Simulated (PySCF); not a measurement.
A mixed set of molecules.

All values: CAM-B3LYP/def2-SVPD (PySCF) at PBE0-D3(BJ)/def2-SVP geometries, gas phase, one conformer each. Core orbitals are frozen in the response; Δα² is half the sum of the squared differences of the principal polarisabilities. Atoms past krypton carry effective core potentials. The calculation is non-relativistic apart from the core potentials, for germanium too.

Task: Rank by mean static polarisability, highest first.
A. `[BH3-][N+](CC)(CC)CC`
B. `S=C=[N][GeH2][N]=C=S`
C. `c1cpc(c(c1)SC)C=O`
D. `C=[CH][Sn]([SiH3])([SiH3])[CH]=C`
E. `C[SiH2]O[SiH2]O[SiH3]`
F. `[H][Bi]([H])[O]C`

Result: D (23.17 Å³), C (19.74 Å³), B (17.13 Å³), A (14.67 Å³), E (14.13 Å³), F (9.93 Å³).

Task: Rank by HOMO–LUMO gap, highest first.
A. `[H][Ge]([H])([N]=C=S)[N]=C=S`
B. `C[O][BiH2]`
C. `CSC1=CC=CP=C1C=O`
D. `[BH3-][N+](CC)(CC)CC`
E. `C[SiH2]O[SiH2]O[SiH3]`

Result: E (10.52 eV), D (9.95 eV), A (8.56 eV), B (8.23 eV), C (6.46 eV).

Task: Rank by dipole moment, lowest first.
A. Ge(NCS)2H2, `[H][Ge]([H])([N]=C=S)[N]=C=S`
B. `[BH3-:1][N+:2]([CH2:3][CH3:4])([CH2:5][CH3:6])[CH2:7][CH3:8]` with B1–N2–C3–C4 -63°, B1–N2–C5–C6 179°, B1–N2–C7–C8 -56°
C. BiH2(OMe) (`[H][Bi]([H])[O]C`)
D. `C=[CH][Sn]([SiH3])([SiH3])[CH]=C` (Sn(vinyl)2(SiH3)2)
E. `[CH3:1][S:2][c:3]1[cH:4][cH:5][cH:6][p:7][c:8]1[CH:9]=[O:10]` with C1–S2–C3–C4 0°, P7–C8–C9–O10 1°
F. `[CH3:1][SiH2:2][O:3][SiH2:4][O:5][SiH3:6]` with C1–Si2–O3–Si4 -116°, Si2–O3–Si4–O5 5°, O3–Si4–O5–Si6 1°

Result: D (0.63 D), F (1.08 D), C (2.65 D), A (3.56 D), B (4.89 D), E (5.96 D).

All values together:

| SMILES | formula | μ (D) | HOMO (eV) | LUMO (eV) | α (Å³) | Δα (Å³) | electrons | α per electron (Å³) | ΔSCF removal energy (eV) |
| --- | --- | --- | --- | --- | --- | --- | --- | --- | --- |
| C[SiH2]O[SiH2]O[SiH3] | CH10O2Si3 | 1.08 | -9.67 | 0.86 | 14.13 | 1.93 | 74 | 0.191 | 10.41 |
| [H][Ge]([H])([N]=C=S)[N]=C=S | C2H2GeN2S2 | 3.56 | -8.79 | -0.22 | 17.13 | 9.82 | 92 | 0.186 | – |
| [BH3-][N+](CC)(CC)CC | C6H18BN | 4.89 | -8.91 | 1.04 | 14.67 | 1.42 | 66 | 0.222 | 9.81 |
| [H][Bi]([H])[O]C | CH5BiO | 2.65 | -8.65 | -0.42 | 9.93 | 2.77 | 102 | 0.097 | 9.39 |
| C=[CH][Sn]([SiH3])([SiH3])[CH]=C | C4H12Si2Sn | 0.63 | -8.25 | 0.37 | 23.17 | 5.13 | 114 | 0.203 | – |
| CSc1cccpc1C=O | C7H7OPS | 5.96 | -7.92 | -1.46 | 19.74 | 12.90 | 88 | 0.224 | 8.50 |

Conformers: `[CH3:1][SiH2:2][O:3][SiH2:4][O:5][SiH3:6]` with C1–Si2–O3–Si4 -116°, Si2–O3–Si4–O5 5°, O3–Si4–O5–Si6 1°; `[BH3-:1][N+:2]([CH2:3][CH3:4])([CH2:5][CH3:6])[CH2:7][CH3:8]` with B1–N2–C3–C4 -63°, B1–N2–C5–C6 179°, B1–N2–C7–C8 -56°; `[H][Bi]([H])[O]C`; `C=[CH][Sn]([SiH3])([SiH3])[CH]=C`; `[CH3:1][S:2][c:3]1[cH:4][cH:5][cH:6][p:7][c:8]1[CH:9]=[O:10]` with C1–S2–C3–C4 0°, P7–C8–C9–O10 1°.

A dash marks a removal energy that wasn't run or isn't settled.

Task: How closely does the mean polarisability follow the number of electrons in this set?

Result: The correlation coefficient is 0.39; α per electron runs from 0.097 to 0.224 Å³.
